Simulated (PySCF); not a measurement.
# W²⁺ (tungsten, charge +2) across methods

[Xe] 4f14 5d4, high-spin 5D determinant. Computed with PySCF 2.14 in aug-cc-pwCVDZ-PP with ECP60MDF (6s6p5d3f, 70 functions), with scalar relativity through the core potential.

| method | E (hartree) | mean ε 5p α (eV) | mean ε 5p β (eV) | mean ε 5d α (eV) | Σ⟨r²⟩ (bohr²) | ⟨S²⟩ |
| --- | --- | --- | --- | --- | --- | --- |
| LDA | -66.2307 | -59.825 | -57.399 | -21.119 | 30.22 | 6.000 |
| LC-wPBE | -66.4404 | -65.393 | -62.279 | -25.134 | 29.60 | 6.002 |
| UHF | -65.90978 | -71.539 | -64.837 | -26.023 | 29.60 | 6.004 |
| PBE | -66.4304 | -59.826 | -57.318 | -21.022 | 29.94 | 6.001 |
| revPBE | -66.4786 | -59.787 | -57.303 | -20.968 | 29.86 | 6.001 |
| PBE0 | -66.4072 | -62.950 | -59.490 | -22.422 | 29.74 | 6.001 |
| r2SCAN | -66.4443 | -61.231 | -57.938 | -21.256 | 29.67 | 6.002 |
| BHandHLYP | -66.3177 | -65.958 | -61.639 | -23.566 | 29.66 | 6.001 |

Q: Estimate the same row for M06.

A: E (hartree) = -66.3687; mean ε 5p α (eV) = -62.202; mean ε 5p β (eV) = -59.429; mean ε 5d α (eV) = -22.053; Σ⟨r²⟩ (bohr²) = 29.69; ⟨S²⟩ = 6.001.

Energies and moments cover only the electrons outside the core potential. Spin-orbit coupling, absent here, splits the open shell strongly.
